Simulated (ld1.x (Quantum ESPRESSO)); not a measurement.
# Varying the TM semilocal potential for calcium

Base potential:

calcium (Ca), norm-conserving Troullier–Martins (semilocal form), made with ld1.x (Quantum ESPRESSO) 7.5 (PW91, scalar-relativistic). Core [Ar], reference 3d1 4s1 4p0. Waves: 4s (bound): rc 2.60 bohr; 3d (bound): rc 1.95 bohr; 4p (bound, empty): rc 3.35 bohr. Local part: the p channel. Core correction: none.

All-electron outer shells of the reference configuration (PW91, scalar-relativistic, ld1.x):

```csv
shell,level (eV),outermost node (bohr),outermost maximum (bohr)
3s,-44.83,0.45,0.99
3p,-25.92,0.42,1.06
4s,-3.34,1.44,3.55
4p,-1.25,1.66,4.73
3d,-0.80,–,1.37
```

Cutoffs, loose and tight: the cutoffs (Ry, on a coarse ladder) from which the occupation-weighted sum of valence levels, in a spherical-Bessel basis at the reference potential, stays within 10 and 1 mRy of its value at 400 Ry. They do not see the model core or the augmentation charge, which bear on the density cutoff. Test errors are all-electron minus pseudo excitation energies from the reference, over the configurations 3d0 4s2 4p0; 3d0 4s1 4p0; 3d0 4s1.5 4p0; 3d0 4s0 4p1; 3d1 4s0 4p0; 3d0 4s0 4p2; 3d0 4s1 4p1. A dash means not determined; rows that change the core or the reference have their own tests.

A semilocal file is local in each channel, so a ghost entry of none says nothing of the separable form that plane-wave codes build from it.

```tsv
change	outcome	cutoff, loose	cutoff, tight	bound ghosts	largest test error (meV)
base	generated	40 Ry	50 Ry	none	+395
wave 4s (bound): rc 2.60 bohr becomes 4s (bound): rc 1.66 bohr	failed: run_pseudo: Errors in PS-KS equation	–	–	–	–
wave 4s (bound): rc 2.60 bohr becomes 4s (bound): rc 2.14 bohr	generated	40 Ry	50 Ry	none	+744
wave 4s (bound): rc 2.60 bohr becomes 4s (bound): rc 2.44 bohr	generated	40 Ry	50 Ry	none	+388
wave 4s (bound): rc 2.60 bohr becomes 4s (bound): rc 2.72 bohr	generated	40 Ry	50 Ry	none	+399
wave 4s (bound): rc 2.60 bohr becomes 4s (bound): rc 2.84 bohr	generated	40 Ry	50 Ry	none	+401
wave 4s (bound): rc 2.60 bohr becomes 4s (bound): rc 3.10 bohr	generated	40 Ry	50 Ry	none	+403
wave 4s (bound): rc 2.60 bohr becomes 4s (bound): rc 3.40 bohr	generated	40 Ry	50 Ry	none	+400
wave 4s (bound): rc 2.60 bohr becomes 4s (bound): rc 3.62 bohr	generated	40 Ry	50 Ry	none	+397
wave 4s (bound): rc 2.60 bohr becomes 4s (bound): rc 3.98 bohr	generated	40 Ry	50 Ry	none	+386
```

(1) What comes out with this change to the base: wave 4s (bound): rc 2.60 bohr becomes 4s (bound): rc 1.86 bohr?

Results:

(1) outcome: generated; cutoff, loose: 40 Ry; cutoff, tight: 70 Ry; bound ghosts: none; largest test error (meV): no test is counted, since the test run did not reproduce the reference configuration.

Reading the sweep of the s radius (base included, trends over the rows without a ghost): The loose cutoff stays near 40 Ry. The median size of the test errors (rows with all tests solved) is not monotonic: lowest 262.2 meV at 2.44 bohr, highest 490.7 meV at 2.14 bohr. The generation fails at 1.66 bohr.
